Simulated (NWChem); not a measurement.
# CH5Al; SMILES [CH3][AlH2]

Program: NWChem. All runs use the structure optimised with PBE0/def2-SVP. Field at 589 nm.

Problem. Estimate the computed values for B3LYP/def2-TZVPD. Quantities: isotropic polarisability (bohr³); anisotropy (bohr³).

Solution. 
| Property | Value |
|---|---|
| isotropic polarisability (bohr³) | 46.6 |
| anisotropy (bohr³) | 13.4 |
